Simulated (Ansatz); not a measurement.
Ansatz (a quantum-chemistry and plane-wave program) input:
A basis named .json is the Basis Set Exchange file of that set.

Ansatz 0.2 input:
```yaml
crystal:
  periodic: [false, false, false]
  atoms:
    - {symbol: Cu, position_ang: [0.00000000, 0.00000000, 0.00000000]}
    - {symbol: Br, position_ang: [0.00000000, 0.00000000, 2.29911170]}
    - {symbol: Br, position_ang: [-0.00000000, -0.00000000, -2.29911170]}
basis:
  gaussian:
    orbitals: def2-TZVPPD.json
    fitting: {mean_field: def2-universal-jkfit, correlation: def2-TZVPPD-RIFIT.json}
total_charge: -1
magnetization: {spin_polarized: false}
correlation: {method: mp2, electrons: outside_noble_gas}
```

Which total energy does the run end on?

-6784.83279 Eh (RI-MP2/def2-TZVPPD). The basis has 181 functions.
